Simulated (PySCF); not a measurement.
Isomers of C7H8ClF, one GFN2-xTB conformer each. Single-point energies are computed at PBE0/pcSseg-1 (PySCF, gas phase, no added dispersion term), electronic only.

Question: Rank them by PBE0/pcSseg-1 energy, lowest first (kJ/mol).
A. `[C@H]1(F)[C@@H]2C=C[C@H](C1)[C@@H]2Cl`
B. `[CH2:1]=[C:2]1/[C:3](=[CH:4]\[CH2:5][F:6])[CH2:7][C@@H:8]1[Cl:9]` with C3–C4–C5–F6 164°

Answer: A (0.0), B (121.7).

As drawn, the higher has a four-membered ring, which the lower lacks. GFN2-xTB itself gives, in the same order: 0.0, 130.1. Both levels put the same isomer lowest.

Which frontier levels, dipoles and rotational constants go with these structures?

| SMILES | HOMO (eV, PBE0/pcSseg-1) | LUMO (eV) | dipole (D) | A, B, C (MHz) |
| --- | --- | --- | --- | --- |
| F[C@@H]1C[C@H]2C=C[C@@H]1[C@H]2Cl | -7.59 | -0.24 | 3.42 | 2052, 1464, 1150 |
| C=C1/C(=C\CF)C[C@@H]1Cl | -7.04 | -1.68 | 0.84 | 3699, 600.5, 539.8 |
